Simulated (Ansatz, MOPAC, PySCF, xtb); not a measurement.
Complex: H2 (SMILES [H][H]) (first 2 atoms) with CH6Si (SMILES C[SiH3]); geometry from B3LYP-D3(BJ)/def2-TZVP, rigid monomers moved along the line of their centres of mass till H1···Si4 is 3.07 Å.
(charge 0, multiplicity 1):
```xyz
10

H     -0.61203     0.30408     0.13778
H      0.03071     0.26850    -0.23558
C      0.71566    -1.08835     2.90067
Si    -0.28471     0.47286     3.18351
H      1.67647    -1.03243     3.41557
H      0.90947    -1.23847     1.83740
H      0.18272    -1.96440     3.27469
H     -0.54731     0.66860     4.63046
H     -1.58953     0.39247     2.48210
H      0.44258     1.66159     2.67627
```

Interaction energies are E(AB) − E(A) − E(B) at the monomers' geometry in the complex; basis-set methods are counterpoise corrected.

Rows in 6-31G* carry no dispersion term and start afresh at each structure (6-31G* with six Cartesian d functions). The state reached by PM7 isn't checked; PM7 holds dispersion and hydrogen-bond terms.

The values were computed with Ansatz (a first-principles code); MOPAC for PM7 (differences of heats of formation); PySCF for 6-31G* rows; xtb for the GFN methods. Values without a source in brackets are computed.

Task: One of these levels gives 4.8 kJ/mol for the interaction energy. Name it.
(A) B3LYP/def2-TZVPPD
(B) HF/6-31G*
(C) PM7
(D) GFN2-xTB

Result: B, HF/6-31G*. The others give 8.7 (PM7), 0.3 (GFN2-xTB), 3.0 (B3LYP/def2-TZVPPD)
